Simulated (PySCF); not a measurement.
# State search for NaI

Unrestricted PBE0; PySCF, scalar-relativistic core potentials, basis sets Na def2-SVPD, I def2-SVPD with ECP28. Outer shells of the fragments: Na 3s1; I 4d10 5s2 5p5.

Followed along the bond (rough minima from three points):

| 2Ms+1 | unpaired | ⟨S²⟩ at the start | R at minimum (Å) | Te (eV) |
| --- | --- | --- | --- | --- |
| 1 | none | 0.00 | 2.74 | 0.00 |
| 3 | σ ↑, π ↑ | 2.00 | none in the scan | ≤ 3.39 |

Solutions found at the starting distance of 2.885 Å, counted from the lowest of them; the search is not exhaustive and high or unbound solutions are not listed, so other states can lie among these:

```tsv
2Ms+1	unpaired	term	E (eV)	⟨S²⟩	⟨Lz²⟩	μ (D)
1	none	¹Σ⁺	0.00	0.00	0.00	-9.76
3	σ ↑, π ↑	³Π	3.49	2.00	1.01	3.02
1	σ ↑, π ↓	mixed	3.51	1.00	1.00	3.19
3	σ ↑↑	³Σ⁺	3.86	2.00	0.00	2.69
3	π ↑↑	mixed	4.91	2.00	2.00	1.71
3	π ↑↑	mixed	5.02	2.00	2.00	2.20
```

A term symbol is given only where ⟨S²⟩ and ⟨Lz²⟩ are close to those of a pure state; real π, δ and φ orbitals otherwise mix terms. A positive dipole means Na(−)I(+).

Spin–orbit coupling is left out. Counting both spins, an empty level lies below a filled one in some of these solutions, because spin and occupation are held.
